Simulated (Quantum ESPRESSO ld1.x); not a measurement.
Results of a calculation; reference values are marked as such.
Task: Pr29+, configuration [Ar] 3d10 4s2 (the NIST ground configuration). Code: ld1.x of Quantum ESPRESSO 7.5. Model: Dirac Kohn-Sham, relativistic LDA (MacDonald-Vosko exchange, VWN5 correlation), spin-unpolarised, spherical densities, point nucleus. Some entries of the table are withheld. Estimate them.

orbital  occ.  eigenvalue (eV)  <r> (bohr)  <r^2> (bohr^2)
1s1/2       2         -42559.5     0.02419       0.0007954
2s1/2       2         -7699.93         (1)             (2)
2p1/2       2         -7346.49         (3)        0.009132
2p3/2       4         -6867.15         (4)         0.01037
3s1/2       2              (5)      0.2686         0.08243
3p1/2       2         -2246.89      0.2575         0.07691
3p3/2       4         -2148.17      0.2690         0.08370
3d3/2       4              (6)      0.2387             (7)
3d5/2       6              (8)      0.2423             (9)
4s1/2       2         -1111.72      0.5495          0.3391

Result: 
(1) 2s1/2 <r> (bohr): 0.1027
(2) 2s1/2 <r^2> (bohr^2): 0.01250
(3) 2p1/2 <r> (bohr): 0.08608
(4) 2p3/2 <r> (bohr): 0.09233
(5) 3s1/2 eigenvalue (eV): -2397.40
(6) 3d3/2 eigenvalue (eV): -1887.20
(7) 3d3/2 <r^2> (bohr^2): 0.06686
(8) 3d5/2 eigenvalue (eV): -1865.39
(9) 3d5/2 <r^2> (bohr^2): 0.06873
